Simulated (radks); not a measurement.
The terbium ion Tb+, configuration [Xe] 4f9 6s1.

All-electron calculation, Dirac Kohn-Sham, BLYP, spin-unpolarised, spherical densities, point nucleus; open shells are shared between the two j in proportion to 2j + 1; speed of light set to 1370.36 atomic units (10 times the physical value, a model run). Program: a radial shooting solver on a logarithmic mesh with Libxc functionals.

Energy parts (Ry):
total: -22468.9915
kinetic: 22480.6822
electron-nucleus: -53352.5648
Hartree: 8895.7633
exchange-correlation: -492.8723

Orbitals (lengths in bohr, moments of r in powers of bohr):
| orbital | occ. | eigenvalue (Ry) | <r^4> | small-component weight |
|---|---|---|---|---|
| 1s1/2 | 2 | -3576.651 | 1.334e-06 | 5.53e-04 |
| 2s1/2 | 2 | -571.6641 | 0.0002241 | 1.20e-04 |
| 2p1/2 | 2 | -544.3752 | 0.0001426 | 1.20e-04 |
| 2p3/2 | 4 | -543.9003 | 0.0001430 | 1.20e-04 |
| 3s1/2 | 2 | -126.3696 | 0.008294 | 3.82e-05 |
| 3p1/2 | 2 | -114.1687 | 0.007569 | 3.77e-05 |
| 3p3/2 | 4 | -114.0717 | 0.007583 | 3.76e-05 |
| 3d3/2 | 4 | -91.34396 | 0.005440 | 3.66e-05 |
| 3d5/2 | 6 | -91.31941 | 0.005443 | 3.66e-05 |
| 4s1/2 | 2 | -24.76085 | 0.2048 | 1.20e-05 |
| 4p1/2 | 2 | -19.96209 | 0.2346 | 1.12e-05 |
| 4p3/2 | 4 | -19.94078 | 0.2351 | 1.12e-05 |
| 4d3/2 | 4 | -11.37527 | 0.3349 | 9.57e-06 |
| 4d5/2 | 6 | -11.37077 | 0.3351 | 9.57e-06 |
| 4f5/2 | 3.85714 | -0.92782 | 3.014 | 5.66e-06 |
| 4f7/2 | 5.14286 | -0.92719 | 3.017 | 5.65e-06 |
| 5s1/2 | 2 | -3.45768 | 7.833 | 2.36e-06 |
| 5p1/2 | 2 | -2.20057 | 14.01 | 1.82e-06 |
| 5p3/2 | 4 | -2.19790 | 14.05 | 1.82e-06 |
| 6s1/2 | 1 | -0.60309 | 471.0 | 3.12e-07 |

The highest occupied level is 6s1/2 at -8.205 eV. The density falls to 0.001 e/bohr^3 at r = 4.52 bohr.
